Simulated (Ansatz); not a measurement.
Calculated with Ansatz (gas phase, PBE0-D4/def2-TZVP geometries, no zero-point term in ΔE). CCSD(T)/CBS is the MP2 limit (def2-TZVPP, def2-QZVPP) plus CCSD(T) − MP2 in def2-TZVPP, frozen cores. This one scheme is used for every species. Functionals use def2-TZVPP. Each species was taken in one conformer, which may not be the lowest.

Consider the hydrogenolysis of a C–C bond: `CC(F)(F)CC(F)F` + H₂ → `FC(F)CC(F)F` + CH₄.

```
             level  ΔE (kcal/mol)  difference from CCSD(T)/CBS
         revPBE-D4           -9.4                          0.5
      CAM-B3LYP-D4          -10.9                         -1.0
            B2PLYP          -12.2                         -2.3
               PBE          -11.8                         -1.9
            revPBE          -13.5                         -3.6
           LC-ωPBE          -11.6                         -1.7
       HF/def2-SVP          -15.2                         -5.3
CCSD(T)/def2-TZVPP          -10.4                         -0.5
SCS-MP2/def2-QZVPP          -10.7                         -0.8
    CCSD/CBS(def2)          -10.9                         -1.0
       CCSD(T)/CBS           -9.9                            0
```

Q: What do rigid-rotor, harmonic-oscillator terms from PBE0-D4/def2-TZVP frequencies (298.15 K, 1 bar) make of the CCSD(T)/CBS value? (An estimate is asked.)

A: Ansatz gave: ΔZPE = +4.7 kcal/mol, ΔH = -5.8 kcal/mol, ΔS = 25 J/(mol·K), ΔG = -7.5 kcal/mol. Modes under 50 cm⁻¹ make the entropy rough.

Largest T1 diagnostic among the species: 0.012.

Leaving LDA and LC-ωPBE aside and taking each functional with its dispersion term where it has one, the values spread over 2.7 kcal/mol, from B2PLYP to revPBE-D4. LDA lies +4.0 kcal/mol from PBE without D4. The D4 term adds +2.4 kcal/mol with B3LYP and +1.3 kcal/mol with PBE0; it sums over pairs of atoms, weighted by their polarisabilities, and B3LYP, whose exchange is more repulsive, gets the larger term.

B3LYP here is the variant with VWN-RPA as its local correlation; programs differ in this.
